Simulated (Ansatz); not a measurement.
`[NH2][Zr]([NH2])([NH2])[I]` and `[NH2][Zr]([NH2])([NH2])[F]` differ in one atom or group.

Ansatz, PBE0-D4/def2-TZVP geometries, multiplicity 1. Each molecule was computed in one conformer, which needn't be the lowest.

Elements past krypton have def2 core potentials.

```csv
property,`[NH2][Zr]([NH2])([NH2])[I]`
HOMO–LUMO gap (ωB97M-V/def2-TZVPP) / eV,9.94
LUMO energy (B3LYP/def2-TZVPP) / eV,-0.94
size of the dipole moment (ωB97M-V/def2-TZVPP) / D,3.48
zero-point energy (PBE0-D4/def2-TZVP) / kJ/mol,196.1
LUMO energy (PBE0/def2-TZVPP) / eV,-0.72
LUMO energy (ωB97M-V/def2-TZVPP) / eV,0.72
```

(1) Give the same properties after the change, and the shifts. (Estimate.)

## Answers

(1) Ansatz gave: 
```csv
property,`[NH2][Zr]([NH2])([NH2])[F]`,shift
HOMO–LUMO gap (ωB97M-V/def2-TZVPP) / eV,10.21,0.27
LUMO energy (B3LYP/def2-TZVPP) / eV,-0.48,0.46
size of the dipole moment (ωB97M-V/def2-TZVPP) / D,1.92,-1.56
zero-point energy (PBE0-D4/def2-TZVP) / kJ/mol,198.8,2.7
LUMO energy (PBE0/def2-TZVPP) / eV,-0.19,0.53
LUMO energy (ωB97M-V/def2-TZVPP) / eV,0.76,0.04
```

Dipoles are sizes alone; their direction can turn.

B3LYP here is the variant with VWN-RPA as its local correlation; programs differ in this.

Spin–orbit coupling is left out; it splits and shifts lone-pair levels of the heavy atoms by tenths of an eV.
